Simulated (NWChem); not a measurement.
System: C$_{4}$H$_{8}$O; SMILES CO/C=C/C

Here is an NWChem input.

```
start job
memory heap 200 mb stack 900 mb global 1100 mb
geometry units angstroms noautosym nocenter noautoz
  C     -0.243819     2.487088    -0.000390
  C      0.461215     1.171753    -0.001850
  C     -0.163344    -0.009621     0.004833
  O      0.499125    -1.186458     0.006018
  C     -0.294021    -2.339006    -0.000200
  H      0.019480     3.091777    -0.885068
  H     -1.337780     2.362871     0.003492
  H      0.024977     3.092598     0.882157
  H      1.556839     1.165080    -0.008122
  H     -1.261064    -0.077816     0.011043
  H      0.383563    -3.203061     0.002114
  H     -0.941833    -2.400482     0.893782
  H     -0.932172    -2.397669    -0.901235
end
basis spherical
  * library 6-31g*
end
dft
  xc b3lyp
  iterations 150
end
cosmo
  dielec 2.4
end
task dft energy
```

NWChem printed, in part:

```
             Northwest Computational Chemistry Package (NWChem) 7.3.0
             --------------------------------------------------------

                             Geometry "geometry" -> ""
                             -------------------------

 Output coordinates in angstroms (scale by  1.889725989 to convert to a.u.)

  No.       Tag          Charge          X              Y              Z
 ---- ---------------- ---------- -------------- -------------- --------------
    1 C                    6.0000    -0.24381900     2.48708800    -0.00039000
    2 C                    6.0000     0.46121500     1.17175300    -0.00185000
    3 C                    6.0000    -0.16334400    -0.00962100     0.00483300
    4 O                    8.0000     0.49912500    -1.18645800     0.00601800
    5 C                    6.0000    -0.29402100    -2.33900600    -0.00020000
    6 H                    1.0000     0.01948000     3.09177700    -0.88506800
    7 H                    1.0000    -1.33778000     2.36287100     0.00349200
    8 H                    1.0000     0.02497700     3.09259800     0.88215700
    9 H                    1.0000     1.55683900     1.16508000    -0.00812200
   10 H                    1.0000    -1.26106400    -0.07781600     0.01104300
   11 H                    1.0000     0.38356300    -3.20306100     0.00211400
   12 H                    1.0000    -0.94183300    -2.40048200     0.89378200
   13 H                    1.0000    -0.93217200    -2.39766900    -0.90123500

 Effective nuclear repulsion energy (a.u.)     171.8600885916

                                 NWChem DFT Module
                                 -----------------

 Summary of "ao basis" -> "ao basis" (spherical)
 ------------------------------------------------------------------------------
       Tag                 Description            Shells   Functions and Types
 ---------------- ------------------------------  ------  ---------------------
 C                           6-31g*                  6       14   3s2p1d
 O                           6-31g*                  6       14   3s2p1d
 H                           6-31g*                  2        2   2s

 in cosmo_initialize ...

 solvent parameters
 solvname_short: unkn
 solvname_long:  unknown
 dielec:        2.4000

          ---------------
          -cosmo- solvent
          ---------------
 Cosmo: York-Karplus, doi: 10.1021/jp992097l
 dielectric constant -eps-     =   2.40
 screen = (eps-1)/(eps    )    =   0.58333
 surface charge correction     = lagrangian

   van der Waals surface
 --------------------------

 ---------- ATOMIC COORDINATES (A.U.) ------------ VDWR(ANG.) --
     1   -0.46075110    4.69991483   -0.00073699     2.000
     2    0.87156997    2.21429210   -0.00349599     2.000
     3   -0.30867540   -0.01818105    0.00913305     2.000
     4    0.94320948   -2.24208052    0.01137237     1.720
     5   -0.55561912   -4.42008043   -0.00037795     2.000
     6    0.03681186    5.84261135   -1.67253600     1.300
     7   -2.52803763    4.46517874    0.00659892     1.300
     8    0.04719969    5.84416281    1.66703501     1.300
     9    2.94199912    2.20168195   -0.01534835     1.300
    10   -2.38306541   -0.14705092    0.02086824     1.300
    11    0.72482897   -6.05290761    0.00399488     1.300
    12   -1.77980630   -4.53625322    1.68900307     1.300
    13   -1.76154965   -4.53093742   -1.70308720     1.300
 number of segments per atom =         32
 number of   points per atom =         32
 atom (   nspa,  nppa )
 ----------------------
    1 (     16,     0 )       0
    2 (     12,     0 )       0
    3 (     12,     0 )       0
    4 (     13,     0 )       0
    5 (     18,     0 )       0
    6 (     15,     0 )       0
    7 (     16,     0 )       0
    8 (     15,     0 )       0
    9 (     16,     0 )       0
   10 (     14,     0 )       0
   11 (     14,     0 )       0
   12 (     15,     0 )       0
   13 (     15,     0 )       0
 number of -cosmo- surface points =      191
 molecular surface =    128.298 angstrom**2
 molecular volume  =    105.411 angstrom**3
 G(cav/disp)       =      1.501 kcal/mol
 -lineq- algorithm             =   0
 -bem- low  level              =   2
 -bem- from -octahedral-
 gaussian surface charge width =   4.50000
 degree of switching           =   1.00000
 switching function tolerance  =   0.00010
 atomic radii =
 --------------
    1  6.000  2.000
    2  6.000  2.000
    3  6.000  2.000
    4  8.000  1.720
    5  6.000  2.000
    6  1.000  1.300
    7  1.000  1.300
    8  1.000  1.300
    9  1.000  1.300
   10  1.000  1.300
   11  1.000  1.300
   12  1.000  1.300
   13  1.000  1.300
 ...... end of -cosmo- initialization ......

[...]

                                   COSMO solvation results
                                   -----------------------

                 gas phase energy =      -232.423532530519
                 sol phase energy =      -232.426413178785
 (electrostatic) solvation energy =         0.002880648266 (    1.81 kcal/mol)

                       DFT Final Molecular Orbital Analysis
                       ------------------------------------

 Vector   18  Occ=2.000000D+00  E=-3.359760D-01
              MO Center= -8.5D-02, -1.0D+00, -3.8D-03, r^2= 3.2D+00
   Bfn.  Coefficient  Atom+Function         Bfn.  Coefficient  Atom+Function
  ----- ------------  ---------------      ----- ------------  ---------------
    47      0.390585   4 O  pz               51      0.278101   4 O  pz
    33      0.271465   3 C  pz               61     -0.263863   5 C  pz
    85      0.169584  13 H  s                86      0.168369  13 H  s
    37      0.166593   3 C  pz               83     -0.161036  12 H  s
    84     -0.158175  12 H  s                19      0.112438   2 C  pz

 Vector   19  Occ=2.000000D+00  E=-3.287755D-01
              MO Center=  1.6D-01, -9.8D-01,  9.2D-03, r^2= 2.6D+00
   Bfn.  Coefficient  Atom+Function         Bfn.  Coefficient  Atom+Function
  ----- ------------  ---------------      ----- ------------  ---------------
    45      0.461959   4 O  px               49      0.328734   4 O  px
    80      0.231495  10 H  s                31     -0.224255   3 C  px
    59     -0.212261   5 C  px               48      0.176671   4 O  s
    79      0.168281  10 H  s                78      0.143033   9 H  s
    17      0.134777   2 C  px               81     -0.118631  11 H  s

 Vector   20  Occ=2.000000D+00  E=-2.092240D-01
              MO Center=  2.2D-01,  2.9D-01,  1.6D-03, r^2= 2.8D+00
   Bfn.  Coefficient  Atom+Function         Bfn.  Coefficient  Atom+Function
  ----- ------------  ---------------      ----- ------------  ---------------
    19      0.379826   2 C  pz               47     -0.371159   4 O  pz
    51     -0.303364   4 O  pz               23      0.295855   2 C  pz
    33      0.289173   3 C  pz               37      0.205644   3 C  pz
    72      0.133429   6 H  s                76     -0.133964   8 H  s
    86     -0.128316  13 H  s                84      0.127272  12 H  s

 Vector   21  Occ=0.000000D+00  E= 4.163581D-02
              MO Center=  7.3D-02,  4.6D-01,  7.3D-04, r^2= 2.8D+00
   Bfn.  Coefficient  Atom+Function         Bfn.  Coefficient  Atom+Function
  ----- ------------  ---------------      ----- ------------  ---------------
    37     -0.619001   3 C  pz               23      0.597207   2 C  pz
    33     -0.442449   3 C  pz               19      0.397239   2 C  pz
    86      0.282145  13 H  s                84     -0.280364  12 H  s
    65      0.229091   5 C  pz               76     -0.208398   8 H  s
    72      0.205618   6 H  s                51      0.198986   4 O  pz

 Vector   22  Occ=0.000000D+00  E= 1.046452D-01
              MO Center= -3.9D-01, -1.3D+00,  2.5D-03, r^2= 5.8D+00
   Bfn.  Coefficient  Atom+Function         Bfn.  Coefficient  Atom+Function
  ----- ------------  ---------------      ----- ------------  ---------------
    62      1.284938   5 C  s                84     -0.789625  12 H  s
    86     -0.784313  13 H  s                80     -0.731038  10 H  s
    82     -0.720346  11 H  s                48      0.627086   4 O  s
    64     -0.624568   5 C  py                6     -0.514688   1 C  s
    78      0.471838   9 H  s                35     -0.465599   3 C  px

 Vector   23  Occ=0.000000D+00  E= 1.199068D-01
              MO Center= -6.2D-01,  2.0D+00,  1.5D-03, r^2= 5.8D+00
   Bfn.  Coefficient  Atom+Function         Bfn.  Coefficient  Atom+Function
  ----- ------------  ---------------      ----- ------------  ---------------
     6      2.217460   1 C  s                74     -1.040427   7 H  s
    72     -0.954119   6 H  s                76     -0.952126   8 H  s
    80     -0.744860  10 H  s                62      0.601778   5 C  s
    35     -0.504963   3 C  px               34      0.391249   3 C  s
    22     -0.367331   2 C  py                8      0.314558   1 C  py

     Multipole analysis of the density
     ---------------------------------

     L   x y z        total         alpha         beta         nuclear
     -   - - -        -----         -----         ----         -------
     0   0 0 0     -0.000000    -20.000000    -20.000000     40.000000

     1   1 0 0     -0.578294     -0.350748     -0.350748      0.123203
     1   0 1 0     -0.306220     -0.155867     -0.155867      0.005514
     1   0 0 1     -0.002001     -0.058320     -0.058320      0.114640

     2   2 0 0    -22.936598    -32.917163    -32.917163     42.897728
     2   1 1 0      1.406485     -1.364669     -1.364669      4.135823
     2   1 0 1     -0.017236      0.013217      0.013217     -0.043671
     2   0 2 0    -19.625442   -254.930549   -254.930549    490.235656
     2   0 1 1      0.004280      0.136380      0.136380     -0.268479
     2   0 0 2    -24.320853    -17.826408    -17.826408     11.331963
```

Level: B3LYP/6-31G* (spherical d), COSMO on the gas-phase geometry. Geometry: optimised at PBE0/def2-SVP. Not confirmed as a minimum by frequencies. B3LYP is NWChem's, with the RPA form of VWN correlation. COSMO prints the solvation energy as gas minus solution, so a positive value is a stabilisation.
